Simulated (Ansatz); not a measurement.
## Scan of the O1–K2 bond length

KHO (SMILES [OH][K]), closed shell, at its PBE0-D4/def2-TZVP minimum:

```json
{"atom": "O1", "x (Å)": "-0.3688", "y (Å)": "0.0468", "z (Å)": "-0.1969"}
{"atom": "K2", "x (Å)": "1.5596", "y (Å)": "-0.3156", "z (Å)": "0.8194"}
{"atom": "H3", "x (Å)": "-1.2018", "y (Å)": "0.2040", "z (Å)": "-0.6357"}
```

The bond length O1–K2 (2.210 Å at the minimum) is set to the values below, the two halves moving rigidly along the bond. Each method's energies count from its own value at the PBE0-D4 minimum structure. Program: Ansatz 0.2.0. Basis: def2-TZVPP. Cores are frozen in the correlated methods. The outer core shell of Li, Na, Mg and K is correlated. The def2 sets are not built for correlating such inner shells, so the correlated values are less sure here. B3LYP uses VWN-RPA correlation.

| bond length (Å) | CCSD(T) (kJ/mol) | wB97M-V (kJ/mol) | PBE0-D4 (kJ/mol) |
| --- | --- | --- | --- |
| 1.989 | 36.9 | 33.4 | 29.3 |
| 2.033 | 23.3 | 20.7 | 17.7 |
| 2.098 | 9.7 | 8.1 | 6.5 |
| 2.174 | ? | 1.1 | 0.6 |
| 2.258 | -0.1 | 0.4 | 0.9 |
| 2.349 | ? | 5.8 | 7.1 |
| 2.445 | 13.9 | 16.1 | 17.9 |
| 2.546 | 27.5 | 30.3 | 32.4 |
| 2.652 | ? | 47.4 | 49.5 |

(1) Fill in the withheld CCSD(T) values. (To be estimated.)

(1) The calculation gives: 1.5 kJ/mol at 2.174 Å; 4.3 kJ/mol at 2.349 Å; 44.1 kJ/mol at 2.652 Å. These count from the CCSD(T) energy at the PBE0-D4 minimum.

Minimum and curvature along this coordinate at CCSD(T): A fifth-order fit through the nearest points gives 2.237 Å, with a curvature of about 8.9 eV/Å².

Treat the two halves as rigid bodies and work out the harmonic wavenumber of this stretch from that curvature (ν̃ = 521.5 √(k/μ) cm⁻¹ with k in eV/Å² and μ in u).

The halves weigh 17.01 and 39.10 u, so μ = 17.01 × 39.10/56.11 = 11.853 u and ν̃ = 521.5 √(8.9/11.853) ≈ 450 cm⁻¹. A true normal mode mixes in other motions, so this is a guide only.

Largest difference from the CCSD(T) curve over the scan: PBE-D4 6.3; r2SCAN-D4 5.3; B3LYP-D4 3.7; HF 3.6 kJ/mol. Each curve counts from its own value at the minimum.

No T1 diagnostic of these runs exceeds 0.013.

For scale, one of the runs: CCSD(T)/def2-TZVPP, 78 basis functions (an equivalent command: `ansatz run in.yaml --threads 2`). Hardware: 2 CPU threads, shared host. Wall time about 1.8 s.
